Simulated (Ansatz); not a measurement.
Other settings, tried on the cluster GaCl3.

```yaml
crystal:
  periodic: [false, false, false]
  atoms:
    - {symbol: Ga, position_ang: [0.000418, -0.000203, -0.000102]}
    - {symbol: Cl, position_ang: [1.219604, -0.702679, -1.586859]}
    - {symbol: Cl, position_ang: [-1.213622, 1.717282, -0.275890]}
    - {symbol: Cl, position_ang: [-0.006390, -1.014400, 1.862841]}
basis:
  gaussian: {orbitals: x2c-TZVPPall}
magnetization: {spin_polarized: true, initial_magnetization: 0}
hamiltonian: {xc: {name: B97}}
scf: {omitted_lower_state_checks: [starts]}
output: {forces: true}
```

```sh
$ ansatz run in.yaml --threads 4 --pin off --events-out ev --progress --plain --max-ram 3916MiB
```

Output, abridged:

```
Functional definition: B97
1291 factors; their error is unknown
mean field evaluation 1: about -90575.3830 eV, gradient 2.3e1 eV
mean field evaluation 2: about -90573.4833 eV, gradient 3.7e1 eV
mean field evaluation 4: about -90577.0851 eV, gradient 4.9e-1 eV
mean field evaluation 8: about -90577.2990 eV, gradient 8.1e-3 eV
mean field -90577.29900756 eV, -3328.6543430295 hartree, gradient 5.7e-5 eV, S^2 0.000000; 0 other end points of the search recorded, 0 dependent functions left out
reference -90577.29902829 eV, -3328.6543437913 hartree; 41, 41 occupied and 133, 133 virtual orbitals, 1291 factors
Total energy: -90577.29902829 eV, -3328.6543437913 hartree
Relativity: scalar
Atom 0 at     0.000418    -0.000203    -0.000102 Å, force    -0.005203     0.003509     0.003867 eV/Å
Atom 1 at     1.219604    -0.702679    -1.586859 Å, force     0.017374    -0.010181    -0.021636 eV/Å
Atom 2 at    -1.213622     1.717282    -0.275890 Å, force    -0.012950     0.018869    -0.003276 eV/Å
Atom 3 at    -0.006390    -1.014400     1.862841 Å, force     0.000779    -0.012197     0.021044 eV/Å
Dipole moment:     0.000677    -0.000442    -0.000310 e Å
Checks for a lower state left out: starts
```

Run time 9.5 s (4 threads of Arm Neoverse V1 on a shared host), peak host memory 0.81 GiB.

DK, ANO-RCC and x2c sets are all-electron and run with scalar relativity unless a key says otherwise.
